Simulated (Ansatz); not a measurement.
Program: Ansatz. Geometries: PBE0-D4/def2-TZVP. ΔE: electronic, gas phase. CBS: MP2 limit from def2 TZ/QZ plus the TZ coupled-cluster correction, frozen cores. This one scheme is used for every species. One conformer a species, not always the lowest.

Reaction (substitution at a C–B bond): `O=CCB(F)F` + `OCF` → `O=CCOCF` + `FBF`

`O=CCB(F)F`:

```xyz
9

O    -0.283   -0.300    2.260
C    -0.643   -0.011    1.154
C    -0.030   -0.567   -0.097
B     0.674    0.520   -0.979
F     0.203    1.750   -1.063
F     1.747    0.241   -1.690
H    -1.467    0.716    0.996
H     0.645   -1.390    0.142
H    -0.846   -0.959   -0.723
```

`OCF`:

```xyz
6

O    -0.092   -1.068   -0.149
C     0.188    0.234    0.172
F    -0.943    0.890    0.618
H    -0.624   -1.090   -0.949
H     0.562    0.813   -0.681
H     0.910    0.221    0.989
```

`O=CCOCF`:

```xyz
11

O     0.534   -1.785   -0.932
C     0.249   -0.729   -1.420
C     0.234    0.588   -0.690
O     0.686    0.531    0.631
C    -0.206   -0.012    1.523
F    -1.249    0.865    1.754
H    -0.039   -0.643   -2.491
H     0.891    1.275   -1.234
H    -0.779    1.010   -0.766
H    -0.648   -0.944    1.161
H     0.329   -0.155    2.462
```

`FBF`:

Z-matrix (Å, degrees):
```
B
F 1 1.313
F 1 1.313 2 118.1
H 1 1.191 2 121.0 3 180.0
```

| species | SCS-MP2/def2-QZVPP energy (Eh) |
| --- | --- |
| `O=CCB(F)F` | -377.43099 |
| `OCF` | -214.72738 |
| `O=CCOCF` | -367.10702 |
| `FBF` | -225.01836 |

Q: Work out ΔE.

A: ΔE = (-367.10702) + (-225.01836) − (-377.43099) − (-214.72738) = 0.03299 Eh = +0.90 eV. CCSD(T)/CBS gives +0.92 eV.

Largest T1 diagnostic among the species: 0.014.

In def2-TZVPP, CCSD(T) changes the Hartree–Fock value by +0.05 eV (the triples alone add −0.01 eV) and MP2 by +0.09 eV.
